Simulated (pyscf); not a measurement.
Structures and frequencies: ωB97X-D3(BJ)/def2-SVP in PySCF.

Task: C₃H₂F₂ (SMILES FC1(F)C=C1) → :C=CH–CH(F)–F (SMILES [C]=CC(F)F) [singlet]
Surface: singlet. Broken: C–C, C–H. Formed: C–H. Give ΔE‡ and ΔE from PBE/def2-TZVP, relative to the reactant's lowest minimum found.

Result: ΔE‡ = 51.7 kcal/mol, ΔE = +42.7 kcal/mol. CCSD(T)/def2-TZVPP + ΔMP2(QZVPP) gives 52.5 kcal/mol and +35.3 kcal/mol. Zero-point energy shifts the barrier by -2.1 kcal/mol. It is a rearrangement, with an imaginary mode of 564i cm⁻¹. cyclic C₃H₂F₂ (SMILES FC1(F)C=C1) lies 6.9 kcal/mol over its isomer HC≡C–CH(F)–F (electronic energy, ωB97M-D3(BJ)/def2-TZVP). :C=CH–CH(F)–F [singlet] lies 42.1 kcal/mol over its isomer HC≡C–CH(F)–F (electronic energy, ωB97M-D3(BJ)/def2-TZVP). This is the saddle that the search found; another between the same sides may lie lower. The CCSD(T) − MP2 part came from Ansatz, without density fitting, on the same reference.
